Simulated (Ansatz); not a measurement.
CHF2NSi, SMILES `N#C[SiH](F)F` from Hartree–Fock to CCSD(T)

Cartesian coordinates in Å:
```
N -1.511 0.565 -1.820
C -0.807 0.289 -0.952
Si 0.376 -0.106 0.398
F 0.535 -1.671 0.444
F -0.267 0.385 1.748
H 1.674 0.538 0.182
```

The species carries charge 0 and has multiplicity 1. Geometry: relaxed with PBE0-D4/def2-TZVP. Frozen core, restricted reference, Ansatz. CBS rows extrapolate triple and quadruple zeta.

| basis | HF (Eh) | MP2 corr. | CCSD corr. | (T) | CCSD(T) total |
| --- | --- | --- | --- | --- | --- |
| def2-SVP | -580.50491 | -0.73415 | -0.74930 | -0.01986 | -581.27407 |
| def2-TZVPP | -580.99233 | ? | -0.94968 | -0.03612 | ? |
| def2-QZVPP | -581.01527 | -1.02213 | -1.02102 | -0.04142 | -582.07771 |
| CBS(def2) | -581.01843 | -1.08156 | -1.07386 | -0.04535 | -582.13764 |
| cc-pV(D+d)Z | -580.85362 | -0.73918 | -0.75417 | -0.02051 | -581.62830 |
| cc-pV(T+d)Z | -580.98029 | -0.94716 | -0.95330 | -0.03671 | -581.97030 |
| cc-pV(Q+d)Z | -581.01029 | -1.02544 | ? | ? | ? |
| CBS(cc) | -581.01933 | -1.08117 | ? | -0.04483 | ? |

Fill in the withheld values. (Best estimate.)

Ansatz gave: def2-TZVPP MP2 corr.: -0.94189; def2-TZVPP CCSD(T) total: -581.97813; cc-pV(Q+d)Z CCSD corr.: -1.02415; cc-pV(Q+d)Z (T): -0.04145; cc-pV(Q+d)Z CCSD(T) total: -582.07589; CBS(cc) CCSD corr.: -1.07459; CBS(cc) CCSD(T) total: -582.13875.
